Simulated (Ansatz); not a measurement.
Species: C9H9B2N, SMILES `Bc1ccc2c(B)ccnc2c1` (charge 0, multiplicity 1).

Give a relaxed geometry from PBE-D3(BJ)/def2-SVP (Ansatz, a program for electronic structure).

Several could match; the one computed here: the end point of this relaxation, one of several conformers (outside a Z-matrix the atoms follow the SMILES, hydrogens last).
Z-matrix (Å, degrees):
```
C
C 1 1.4256
C 2 1.3849 1 120.78
H 2 1.0989 3 120.43 1 179.99
H 3 1.1014 2 119.52 4 -0.04
C 3 1.4364 5 118.41 2 179.96
C 6 1.4023 3 117.52 5 -179.97
H 7 1.1005 6 121.14 3 179.99
C 7 1.4232 8 116.91 6 -180.00
N 9 1.3680 7 117.58 8 0.00
C 10 1.3237 9 118.14 7 -179.98
H 11 1.1055 10 116.70 9 -179.98
C 11 1.4206 12 119.87 10 -179.99
H 13 1.1012 11 119.38 12 0.02
C 13 1.4027 14 119.64 11 -179.96
B 6 1.5453 7 120.64 8 -0.01
H 16 1.2171 6 119.99 7 -0.01
H 16 1.2179 17 119.67 6 -179.99
B 15 1.5507 13 118.48 14 -0.05
H 19 1.2146 15 122.94 13 179.99
H 19 1.2165 20 118.71 4 180.00
```
